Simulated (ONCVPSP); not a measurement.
# Before and after: ONCV potential for Cl (Z = 17)

- Element: Cl (Z = 17)
- Generator: ONCVPSP 4.0.1
- Type: optimised norm-conserving Vanderbilt (ONCV)
- Functional: PBE
- Relativity: non-relativistic
- Frozen core: [Ne]
- Valence charge: 7
- Reference configuration: 3s2 3p4.5 (charge +0.5)
- Partial waves: 3s: rc 1.30 bohr, ncon 4, nbas 7, qcut 4.7 1/bohr, 2 projectors, debl 2.6 Ha; 3p: rc 1.30 bohr, ncon 4, nbas 8, qcut 6.2 1/bohr, local
- Local potential: the p channel
- Core correction: Teter function, fcfact 5, rcfact 1.75

All-electron outer shells of the reference configuration (PBE, non-relativistic, ld1.x):

```csv
shell,level (eV),outermost node (bohr),outermost maximum (bohr)
2s,-257.09,0.12,0.36
2p,-197.69,–,0.30
3s,-26.02,0.56,1.27
3p,-13.82,0.53,1.41
```

Change: all radii but the core radius scaled by about 1.09 (s 1.42, p 1.42 bohr).

Cutoffs: the cutoffs (Ha) at which the residual kinetic energy of the hardest occupied pseudo-wave falls to 1 and 0.1 mHa per electron; they do not see the model core or the augmentation charge, which bear on the density cutoff. Errors are all-electron minus pseudo energies relative to the spin-unpolarised reference configuration.

**Question.** How do hardness, ghosts and transferability respond?

**Answer.** The potential gets softer (43 Ha and 66 Ha → 41 Ha and 58 Ha); of the 4 tests that both files solve, the error grows in 2 and shrinks in 0 by more than 15 % and 0.3 meV (median size 1.0 → 1.5 meV); neither file shows a bound ghost. A larger radius leaves more room for a smooth pseudo-wave, so fewer plane waves are needed.

| quantity | base | changed |
| --- | --- | --- |
| cutoff, loose | 43 Ha | 41 Ha |
| cutoff, tight | 66 Ha | 58 Ha |
| loose cutoff by channel | s 43 Ha, p 13 Ha | s 41 Ha, p 11 Ha |
| bound ghosts | none | none |
| GHOST(+) flags under 300 eV | none | none |
| error for 3s2 3p5, meV [ΔE -5.59 eV] | +0.5 | +0.5 |
| error for 3s2 3p4, meV [ΔE 8.30 eV] | +0.5 | +0.5 |
| error for 3s2 3p3, meV [ΔE 33.76 eV] | +2.2 | +2.8 |
| error for 3s1 3p6, meV [ΔE 6.38 eV] | -1.5 | -2.5 |
| rms error of d²Exc/dni dnj with the model core, mHa | 4.28 | 4.36 |
